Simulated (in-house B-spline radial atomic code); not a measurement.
A fraction x of an electron is removed from 6s in Nd, starting from [Xe] 4f4 6s2 and keeping the highest spin. Computed with an all-electron radial atomic-structure program (B-spline basis): scalar-relativistic (X2C) AM05, spin-polarised, spherical fractional occupations, Fermi nucleus of rms radius 4.9123 fm.

```json
{"x": "0", "E(x) - E(0) (eV)": "0.0000", "6s down level (eV)": "-3.335"}
{"x": "0.11", "E(x) - E(0) (eV)": "0.3911", "6s down level (eV)": "-3.776"}
{"x": "0.13", "E(x) - E(0) (eV)": "0.4674", "6s down level (eV)": "-3.857"}
{"x": "0.29", "E(x) - E(0) (eV)": "1.1364", "6s down level (eV)": "-4.507"}
{"x": "0.42", "E(x) - E(0) (eV)": "1.7569", "6s down level (eV)": "-5.039"}
{"x": "0.5", "E(x) - E(0) (eV)": "2.1731", "6s down level (eV)": "-5.367"}
{"x": "0.59", "E(x) - E(0) (eV)": "2.6728", "6s down level (eV)": "-5.738"}
{"x": "0.63", "E(x) - E(0) (eV)": "2.9056", "6s down level (eV)": "-5.903"}
{"x": "0.86", "E(x) - E(0) (eV)": "4.3739", "6s down level (eV)": "-6.872"}
{"x": "0.9", "E(x) - E(0) (eV)": "4.6523", "6s down level (eV)": "-7.049"}
{"x": "1", "E(x) - E(0) (eV)": "5.3803", "6s down level (eV)": "-"}
```

The exact functional would give a straight line between the two integer points. Deviations E(x) - E(0) - x[E(1) - E(0)], in eV: -0.201 at x = 0.11, -0.232 at x = 0.13, -0.424 at x = 0.29, -0.503 at x = 0.42, -0.517 at x = 0.5, -0.502 at x = 0.59, -0.484 at x = 0.63, -0.253 at x = 0.86, -0.19 at x = 0.9.

The curve lies below the straight line by up to 0.517 eV (at x = 0.5): convex, the delocalisation error that favours fractional charges.

Problem. How well does Slater's transition state (minus the level at half occupation) give the ionisation energy?

Solution. It gives 5.367 eV against 5.380 eV from the two total energies; NIST lists 5.53 eV, ground level to ground level.
